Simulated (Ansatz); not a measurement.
```yaml
crystal:
  periodic: [false, false, false]
  atoms:
    - {symbol: B, position_ang: [-0.355110, 1.269393, -0.970088]}
    - {symbol: C, position_ang: [-0.095169, 0.007563, -0.099207]}
    - {symbol: C, position_ang: [1.029019, 0.601992, 0.787906]}
    - {symbol: C, position_ang: [0.454963, -1.193140, -0.861071]}
    - {symbol: C, position_ang: [-1.262746, -0.407502, 0.789188]}
    - {symbol: H, position_ang: [0.292703, 1.467854, -1.959770]}
    - {symbol: H, position_ang: [-1.124802, 2.112588, -0.602511]}
    - {symbol: H, position_ang: [1.353372, -0.166564, 1.498372]}
    - {symbol: H, position_ang: [0.688736, 1.463374, 1.369824]}
    - {symbol: H, position_ang: [1.904942, 0.900497, 0.204932]}
    - {symbol: H, position_ang: [0.783188, -1.977934, -0.169981]}
    - {symbol: H, position_ang: [-0.305456, -1.629289, -1.514667]}
    - {symbol: H, position_ang: [1.307841, -0.914073, -1.484693]}
    - {symbol: H, position_ang: [-2.086930, -0.812828, 0.195827]}
    - {symbol: H, position_ang: [-0.956889, -1.183924, 1.499727]}
    - {symbol: H, position_ang: [-1.650662, 0.439293, 1.360710]}
basis:
  gaussian: {orbitals: 6-31G}
hamiltonian: {xc: {name: HF}}
correlation: {method: mp2, frozen_orbitals: {B: 0}}
```

```sh
$ ansatz run in.yaml --threads 4 --pin off --events-out ev --progress --plain --max-ram 10444MiB
```

Shortened log:

```
Functional definition: HF
Error: "frozen_orbitals" has no count for C
```

Question: What is wrong with this run?

Answer: Frozen orbitals are typed for one element alone, and the program wants a count for each. The input was rejected before any iteration.
